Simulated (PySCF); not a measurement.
## Radial density of Ho⁵²⁺ (holmium, charge +52)

UHF, [Ne] 3s2 3p3, high-spin 4S determinant. Calculation: PySCF 2.14, in an uncontracted even-tempered set (17 s from 13 bohr⁻², ratio 2.5; 12 p from 17 bohr⁻², ratio 2.5; 4 d from 65 bohr⁻², ratio 2.7; 4 f from 97 bohr⁻², ratio 2.7); the spin-free X2C one-electron Hamiltonian (Gaussian nucleus).

| r (bohr) | 4πr²ρ (e/bohr) | 4πr²(ρα − ρβ) |
| --- | --- | --- |
| 0.0251 | 76.24 | 3.7622 |
| 0.0422 | 90.64 | 6.9710 |
| 0.0710 | 102.2 | 2.6892 |
| 0.119 | 41.08 | 3.8319 |
| 0.201 | 32.53 | 18.1377 |
| 0.338 | 5.462 | 3.2272 |
| 0.568 | 0.02934 | 0.0140 |

Densities and radii are taken from the X2C orbitals without a picture-change correction, which distorts them close to the nucleus.

Spin-orbit coupling, which splits the p, d and f shells strongly at this Z, is absent. Spin-orbit coupling is strong in this species (close to jj coupling), so the high-spin LS determinant is a model state, not a physical level.
